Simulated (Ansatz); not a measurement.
System: SnCl3, net charge 0, doublet state. It need not be the lowest isomer of its formula. 
Geometry from a B3LYP-D3(BJ)/def2-TZVP (Ansatz, an electronic-structure program) optimisation:
```xyz
4

Sn    -0.2740    -0.2980    -0.1515
Cl     0.1016     1.4065    -1.7413
Cl    -1.1145     0.7217     1.8048
Cl     1.8187    -1.2517     0.3820
```
Charge 0, spin multiplicity 2.

Dipole moments at this geometry, in debye (magnitudes).

```csv
level,program,dipole (D)
SVWN5/def2-TZVPD,Ansatz,1.86
PBE/def2-TZVPD,Ansatz,1.94
BLYP/def2-TZVPD,Ansatz,1.95
r2SCAN/def2-TZVPD,Ansatz,2.03
B3LYP/def2-TZVPD,Ansatz,2.11
r2SCANh/def2-TZVPD,Ansatz,2.09
LC-wPBE/def2-TZVPD,Ansatz,2.28
wB97X-V/def2-TZVPD,Ansatz,(withheld)
CCSD(T)/def2-SVPD,Ansatz,(withheld)
```

Task: Fill in the missing entries.

Result: 
- wB97X-V/def2-TZVPD, dipole (D): 2.23
- CCSD(T)/def2-SVPD, dipole (D): 2.22
